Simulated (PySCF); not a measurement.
This PySCF input asks for the NMR shieldings of `CCO[SiH2]P[SiH3]`, C2H11OPSi2; the geometry comes from PBE0-D3(BJ)/def2-SVP.

```python
import basis_set_exchange as bse
import numpy as np
from pyscf import gto, dft
from pyscf.prop import nmr

atoms = """
C    -1.477859   -0.174950   -1.016418
C    -1.484472    0.018157    0.484260
O    -0.174926   -0.003860    1.010892
Si    0.599581   -1.343043    1.633346
P     2.821579   -1.028450    1.544270
Si    2.754916    0.267077   -0.318024
H    -2.499913   -0.118806   -1.421639
H    -0.868738    0.602772   -1.500784
H    -1.056149   -1.155387   -1.286890
H    -1.924021    0.996258    0.741747
H    -2.120081   -0.749525    0.966601
H     0.263674   -2.552468    0.816984
H     0.191695   -1.594399    3.049653
H     2.818114    0.067354    2.462012
H     2.058529    1.570308   -0.124609
H     4.164055    0.530778   -0.741235
H     2.078370   -0.521184   -1.391915
"""
names = dict.fromkeys(["C", "O", "Si", "P", "H"], "pcSseg-1")
basis = {el: gto.basis.parse(bse.get_basis(n, elements=[el], fmt="nwchem")) for el, n in names.items()}
mol = gto.M(atom=atoms, basis=basis, charge=0, verbose=0)
mf = dft.RKS(mol, xc="CAM-B3LYP")
mf.grids.level = 2
mf.grids.alignment = dft.numint.BLKSIZE   # the property module wants whole blocks of grid points
mf.conv_tol = 1e-9
mf.kernel()

calc = nmr.RKS(mf)   # GIAO
C = mf.mo_coeff
Co = C[:, mf.mo_occ > 0]
resp = mf.gen_response(singlet=True, hermi=2)
def vind(x):   # induced exchange potential for any number of trial vectors
    d = np.einsum("pi,xij,qj->xpq", C, 2 * x.reshape(-1, C.shape[1], Co.shape[1]), Co, optimize=True)
    return np.einsum("xpq,pi,qj->xij", resp(d - d.transpose(0, 2, 1)), C, Co, optimize=True).ravel()
mo1, _ = nmr.rhf.solve_mo1(calc, with_cphf=vind)
sigma = calc.kernel(mo1)
for i, s in enumerate(sigma):   # ppm
    w = np.linalg.eigvalsh((s + s.T) / 2)
    print("%2d %-2s iso %8.1f  s11 %8.1f  s22 %8.1f  s33 %8.1f" % (i, mol.atom_pure_symbol(i), w.mean(), *w))
```

**Question.** What does it print?

**Answer.** 
```
 0 C  iso    163.6  s11    144.3  s22    166.1  s33    180.5
 1 C  iso    119.3  s11     88.5  s22    103.0  s33    166.4
 2 O  iso    304.2  s11    272.6  s22    315.8  s33    324.3
 3 Si iso    354.2  s11    264.7  s22    365.2  s33    432.7
 4 P  iso    605.4  s11    564.3  s22    594.9  s33    657.0
 5 Si iso    419.2  s11    389.7  s22    421.1  s33    446.9
 6 H  iso     30.5  s11     26.4  s22     27.2  s33     37.7
 7 H  iso     29.9  s11     26.3  s22     29.1  s33     34.4
 8 H  iso     30.0  s11     26.5  s22     29.6  s33     33.8
 9 H  iso     27.5  s11     22.3  s22     26.9  s33     33.4
10 H  iso     27.8  s11     22.8  s22     27.6  s33     33.1
11 H  iso     26.4  s11     22.6  s22     25.7  s33     30.8
12 H  iso     26.2  s11     22.1  s22     24.7  s33     31.8
13 H  iso     30.1  s11     25.8  s22     26.3  s33     38.3
14 H  iso     27.1  s11     23.4  s22     26.2  s33     31.8
15 H  iso     27.3  s11     23.4  s22     25.1  s33     33.5
16 H  iso     27.5  s11     23.8  s22     26.8  s33     31.9
```

These numbers come from an equivalent density-fitted implementation of the same equations, which agrees with the script to about 0.01 ppm for H and up to a few tenths of a ppm for heavy atoms, so last digits may differ.

Size and cost of the density-fitted run: 178 basis functions, 36 s wall time on 1 thread of an Arm Neoverse V1, shared host.
